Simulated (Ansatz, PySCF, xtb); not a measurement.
Donor–acceptor adduct: BH3 (SMILES B) (first 4 atoms) with C2H6S (SMILES CSC); geometry from B3LYP-D3(BJ)/def2-TZVP, rigid monomers moved along the line of their centres of mass till B1···S6 is 1.77 Å.
(charge 0, multiplicity 1):
```xyz
13

B     -0.329     0.603     0.760
H      0.002    -0.221    -0.056
H     -1.495     0.904     0.706
H      0.433     1.529     0.890
C      1.518    -0.583     2.469
S     -0.255    -0.318     2.264
C     -0.532     0.956     3.512
H      1.721    -0.998     3.455
H      1.819    -1.292     1.701
H      2.043     0.358     2.322
H     -0.343     0.553     4.505
H     -1.573     1.257     3.427
H      0.112     1.810     3.305
```

Monomers are frozen at their geometry in the pair; levels with a basis set take the counterpoise correction. Rows marked so take none.

Rows in 6-31G* carry no dispersion term and start afresh at each structure (6-31G* with six Cartesian d functions). MP2/6-31G* freezes PySCF's default core.

The values were computed with Ansatz (a program for electronic structure); PySCF for 6-31G* rows, the dispersion terms; xtb for the GFN methods. Values without a source in brackets are computed.

```
level                            interaction energy (kJ/mol)
-------------------------------  ---------------------------
GFN2-xTB                                               -78.2
HF/6-31G* (no counterpoise)                            -50.2
PBE/def2-TZVPPD                                       -154.2
BP86/6-31G* (no counterpoise)                         -126.4
r2SCAN-D3(BJ)/def2-TZVPPD                             -159.8
B3LYP/6-31G* (no counterpoise)                        -105.1
M06-2X/6-31G* (no counterpoise)                       -122.7
wB97X-V/def2-TZVPPD                                   -137.2
MP2/6-31G*                                               ___
```

Problem. What belongs in the gaps?

Solution. 
- MP2/6-31G*, interaction energy (kJ/mol): -93.1
